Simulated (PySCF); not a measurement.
C₇H₇N.
SMILES with atom numbers: `[N:1]#[C:2][C@:3]12[CH2:4][C@@H:5]3[C@H:6]([CH2:7]1)[C@H:8]23` (hydrogens: H9, H10 on C4; H11 on C5; H12 on C6; H13, H14 on C7; H15 on C8)

Cartesian coordinates in Å at the PBE0-D3(BJ)/def2-SVP level; atoms count from 1:
```
atom  x, y, z in Å
N1    -1.5879    2.4846   -1.2561
C2    -1.0734    1.5354   -0.8353
C3    -0.4384    0.3578   -0.3016
C4     1.1058    0.2281   -0.2692
C5     0.8934   -0.6971    0.9137
C6    -0.3769   -1.5019    0.6477
C7    -0.9264   -1.0597   -0.6950
C8    -0.4570   -0.1119    1.2077
H9     1.5762    1.1723    0.0383
H10    1.5854   -0.1563   -1.1845
H11    1.6360   -1.0397    1.6354
H12   -0.5706   -2.4379    1.1732
H13   -0.5082   -1.4829   -1.6231
H14   -2.0239   -1.1089   -0.7161
H15   -0.9110    0.3081    2.1038
```

The closed-shell ground state was solved at several levels (PySCF, density fitting, gas phase, non-relativistic).

| level | basis functions | HOMO (eV) | LUMO (eV) | gap (eV) | dipole (D) |
| --- | --- | --- | --- | --- | --- |
| PBE0/pcSseg-1 | 171 | -7.92 | 0.31 | 8.23 | 4.37 |
| mPW1PW91/pcSseg-1 | 171 | -7.95 | 0.30 | 8.25 | 4.39 |
| B3LYP/pcJ-1 | 286 | -7.68 | 0.09 | 7.77 | 4.38 |

(1) What might PBE0/def2-SVPD (216 basis functions) give for the same quantities?

(2) Over all these levels, which gives the widest orbital gap and which the narrowest?

(3) How far do the dipole and the HOMO energy spread over the levels?

## Answers

(1) HOMO -7.94 eV, LUMO 0.18 eV, gap 8.12 eV, dipole 4.47 D.

(2) mPW1PW91/pcSseg-1 (global hybrid, 25 % exact exchange) has the widest, 8.25 eV, and B3LYP/pcJ-1 (global hybrid, 20 % exact exchange) the narrowest, 7.77 eV. Functional and basis both differ between the two, so the spread mixes both effects.

(3) The dipole runs from 4.37 to 4.47 D (mean 4.40 D) and the HOMO from -7.95 to -7.68 eV.
